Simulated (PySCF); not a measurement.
**EPR parameters of C6HCl2O2**

C6HCl2O2 (doublet state).
Cartesian coordinates in Å at the GFN2-xTB level; atoms count from 1:
```xyz
11
C6HCl2O2 angstrom
O     -1.9868   -1.9804   -0.2191
C     -1.0465   -1.2556   -0.0145
C      0.3410   -1.5079   -0.0004
C      1.3783   -0.7222   -0.1272
Cl     3.0185   -1.1588   -0.0637
C      1.1279    0.7971   -0.1300
O      2.0579    1.5595   -0.1553
C     -0.2657    1.1426    0.0604
C     -1.2527    0.2419    0.2183
Cl    -2.8860    0.6848    0.3512
H     -0.4804    2.2016    0.0544
```

As a line formula: `O=C1[C]=C(Cl)C(=O)C=C1Cl` [radical].

Method used: UKS B3LYP, pcH-1 on C Cl H O, non-relativistic, mean-field spin-orbit, GIAO (PySCF). The structure is a single GFN2-xTB conformer in the gas phase; no vibrational or solvent corrections. A GFN2-xTB geometry isn't a minimum of the functional, and hyperfine couplings can be far from their values at a DFT geometry. No stability test was run, so a lower SCF solution isn't excluded.

| Item | Value |
| --- | --- |
| g1, g2, g3 | 2.00102, 2.00164, 2.00386 |
| g_iso | 2.00218 |
| Form of g | rhombic: the two nearest values differ by 22 % of g3 − g1 |
| ⟨S²⟩ | 0.7631 (exact 0.7500) |
| α and β electrons | 44, 43 |

Hyperfine couplings atom by atom, in MHz; T1 to T3 are the principal values of the dipolar part:

```json
{"atom": "O1", "isotope": "17O", "a_iso": "-4.6", "of which spin–orbit": "-0.1", "T1": "-14.3", "T2": "3.6", "T3": "10.7", "Mulliken spin population": "0.04"}
{"atom": "C2", "isotope": "13C", "a_iso": "-7.9", "of which spin–orbit": "0.0", "T1": "-9.5", "T2": "-2.8", "T3": "12.2", "Mulliken spin population": "-0.04"}
{"atom": "C3", "isotope": "13C", "a_iso": "274.1", "of which spin–orbit": "-0.1", "T1": "-79.3", "T2": "-59.0", "T3": "138.3", "Mulliken spin population": "0.95"}
{"atom": "C4", "isotope": "13C", "a_iso": "-39.1", "of which spin–orbit": "-0.1", "T1": "-19.6", "T2": "-2.6", "T3": "22.2", "Mulliken spin population": "-0.12"}
{"atom": "Cl5", "isotope": "35Cl", "a_iso": "12.7", "of which spin–orbit": "0.4", "T1": "-15.1", "T2": "-8.0", "T3": "23.2", "Mulliken spin population": "0.03"}
{"atom": "C6", "isotope": "13C", "a_iso": "48.3", "of which spin–orbit": "0.0", "T1": "-5.7", "T2": "-4.9", "T3": "10.6", "Mulliken spin population": "0.05"}
{"atom": "O7", "isotope": "17O", "a_iso": "-4.3", "of which spin–orbit": "-0.1", "T1": "-19.7", "T2": "4.7", "T3": "15.0", "Mulliken spin population": "0.02"}
{"atom": "C8", "isotope": "13C", "a_iso": "-0.4", "of which spin–orbit": "0.0", "T1": "-2.8", "T2": "0.8", "T3": "2.0", "Mulliken spin population": "-0.01"}
{"atom": "C9", "isotope": "13C", "a_iso": "86.4", "of which spin–orbit": "0.0", "T1": "-4.0", "T2": "-2.6", "T3": "6.6", "Mulliken spin population": "0.04"}
{"atom": "Cl10", "isotope": "35Cl", "a_iso": "7.0", "of which spin–orbit": "0.2", "T1": "-5.8", "T2": "-5.2", "T3": "11.0", "Mulliken spin population": "0.03"}
{"atom": "H11", "isotope": "1H", "a_iso": "-0.1", "of which spin–orbit": "0.0", "T1": "-1.6", "T2": "-0.4", "T3": "2.0", "Mulliken spin population": "0.00"}
```

The largest Mulliken spin populations are on C3 (+0.95) and C4 (-0.12). No atom but C3 exceeds +0.15. The positive populations add up to 1.17 and the negative ones to -0.17, together 2S = 1.

Under fast tumbling the dipolar parts average out, and these isotropic splittings remain: 1 × 35Cl (Cl5, I = 3/2, 4 lines) with 0.45 mT and 1 × 35Cl (Cl10, I = 3/2, 4 lines) with 0.25 mT.

Main isotope only: 35Cl (natural samples also hold 24 % 37Cl, magnetic too, which adds its own pattern).

The 13C coupling of C3 (274.1 MHz) shows only in satellite lines or after enrichment, since that isotope makes up about 1.07 % of natural carbon.
